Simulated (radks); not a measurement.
Values are calculated unless marked as measured or tabulated.
All-electron atom: Cu3+ in [Ar] 3d7.5 4p0.5 (fractional occupations, a model configuration).

Level of theory: non-relativistic Kohn-Sham, SCAN, spin-polarised, spherical densities, point nucleus; open shells are filled with parallel spins first; meta-GGA in the generalised Kohn-Sham scheme (a radial shooting solver on a logarithmic mesh with Libxc functionals).

Energy parts (eV):
total: -44565.749
kinetic: 44536.331
electron-nucleus: -105361.088
Hartree: 18049.749
exchange-correlation: -1790.740

Orbitals (lengths in bohr, moments of r in powers of bohr):
| orbital | occ. | eigenvalue (eV) | <r^4> | <1/r> | <r> | <r^2> |
|---|---|---|---|---|---|---|
| 1s up | 1 | -8826.062 | 0.00003595 | 28.50 | 0.05292 | 0.003754 |
| 1s down | 1 | -8826.014 | 0.00003595 | 28.50 | 0.05292 | 0.003754 |
| 2s up | 1 | -1105.479 | 0.007800 | 6.205 | 0.2384 | 0.06703 |
| 2s down | 1 | -1103.062 | 0.007749 | 6.214 | 0.2381 | 0.06683 |
| 2p up | 3 | -973.5524 | 0.005667 | 6.152 | 0.2079 | 0.05299 |
| 2p down | 3 | -971.7616 | 0.005620 | 6.160 | 0.2076 | 0.05279 |
| 3s up | 1 | -168.3190 | 0.5377 | 1.991 | 0.7097 | 0.5798 |
| 3s down | 1 | -164.2129 | 0.5476 | 1.980 | 0.7126 | 0.5846 |
| 3p up | 3 | -126.3814 | 0.6818 | 1.870 | 0.7333 | 0.6308 |
| 3p down | 3 | -122.2497 | 0.7001 | 1.857 | 0.7375 | 0.6384 |
| 3d up | 5 | -56.0494 | 1.636 | 1.571 | 0.8221 | 0.8502 |
| 3d down | 2.5 | -51.8777 | 1.793 | 1.550 | 0.8376 | 0.8859 |
| 4p up | 0.5 | -27.6209 | 59.78 | 0.5498 | 2.356 | 6.279 |

The highest occupied level is 4p up at -27.621 eV. Virial ratio -V/T = 2.00066. The spin density at the nucleus is -0.593 e/bohr^3 (1s -0.059, 2s -2.072, 3s 1.538), a Fermi contact field of -31.1 T. The density falls to 0.001 e/bohr^3 at r = 3.19 bohr. Summed over all electrons, <r^2> = 15.04 bohr^2, which gives a Langevin (diamagnetic) susceptibility term of -11.9 x 10^-6 cm^3/mol. The electron density at the nucleus is 1.663e+04 e/bohr^3.

Empty levels of this run are not shown, since the potential may be unsettled where no density lies.
